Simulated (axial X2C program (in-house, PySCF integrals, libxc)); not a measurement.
# Working with the constants of NiSb

A bond curve at the PBE0 level, two-component, was computed with an axial X2C code built on PySCF integrals (basis Sb dyall-cv3z [11s12p8d4f1g], Ni dyall-cv3z [9s9p6d3f2g] (cores contracted in-house)) for the state Ω = 7/2 (⟨Sz⟩ = 1.49, ⟨Lz⟩ = 2.01 at PBE0). Its fit gives Re = 2.3896 Å, ωe = 251.6 cm⁻¹, ωexe = 0.78 cm⁻¹ and αe = 3.295e-04 cm⁻¹; the masses are 120.9038 and 57.9353 u. Two-component means X2C with spin–orbit coupling and atomic mean-field Coulomb and Gaunt terms.

Task: Find the reduced mass, Be and the force constant.

Result: From the PBE0 values: μ = 39.1670 u. Be = 16.8576/(μ Re²) = 0.07537 cm⁻¹. k = 5.8918×10⁻⁷ μ ωe² = 1.46 mdyn/Å.

Task: Estimate the centrifugal constant by the Kratzer relation.

Result: D = 4Be³/ωe² = 2.71e-08 cm⁻¹.

Task: Where do the fundamental and the first overtone lie?

Result: ν(1←0) = ωe − 2ωexe = 250.0 cm⁻¹; ν(2←0) = 2ωe − 6ωexe = 498.5 cm⁻¹.

Task: A Morse curve ties αe to the other constants (Pekeris). How well does that hold?

Result: αe(Morse) = 6Be²/ωe × (√(ωexe/Be) − 1) = 3.004e-04 cm⁻¹; the PBE0 curve gives 3.295e-04 cm⁻¹, a ratio of 0.91.

The state is a single determinant with fixed occupations, the lowest that a limited PBE0 search found. Density functionals use the spin component along the axis (collinear). Other states lie close and PBE0, whose exact exchange favours high spin, may order them wrongly; the determinant shown need not be the ground state. The nearest other 2c determinant of the search, Ω = 1/2, lies 0.13 eV up at the distance of the search. The functionals have no current-density term, which raises determinants with orbital currents, atoms included. With several unpaired electrons one determinant need not be a pure state.
